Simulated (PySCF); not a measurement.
# Computed vibrations of [Er(H2O)]3+

[Er(H2O)]3+ (singlet in the valence; each metal's 4f electrons, 11 of them, lie in its core potential, out of spins and levels). PySCF 2.14.0, RKS PBE, Er lcecp-1-SVP with ECP57, O def2-SVP, H def2-SVP; non-relativistic Hamiltonian with scalar-relativistic core potentials where named; density fitting; no spin-orbit coupling. Central differences of gradients.

```xyz
4

Er    0.0000    0.0000   -0.2175
O     0.0000    0.0000    1.9325
H     0.7908    0.0000    2.5720
H    -0.7908    0.0000    2.5720
```

Run from Python with OMP_NUM_THREADS=2. Where DIIS fails, smearing, a level shift and second-order steps follow.
It took 14 s on 2 threads of Arm Neoverse V1 (shared host).

Question: What are the harmonic wavenumbers and infrared intensities?

Answer: Modes are labelled in C2v; negative numbers are unstable modes, those under 60 cm⁻¹ near the noise; a finer grid moves soft modes by up to 10 cm⁻¹.
| cm⁻¹ | km/mol | symmetry |
| --- | --- | --- |
| 470 | 12.4 | a1 |
| 672 | 93.9 | b2 |
| 728 | 415.7 | b1 |
| 1597 | 161.4 | a1 |
| 3219 | 859.1 | a1 |
| 3224 | 577.5 | b2 |

Question: Is this a minimum?

Answer: Yes. Ideal gas at 298.15 K and 1 bar: S = 271.4 J/(mol K), Cp = 45.9 J/(mol K), H − H(0 K) = 11.2 kJ/mol (rigid rotor, harmonic modes, spin degeneracy alone, that of the 4f electrons in the core included).

An lcecp potential fixes the number of 4f electrons, so in runs with it no electron can move into or out of that shell.
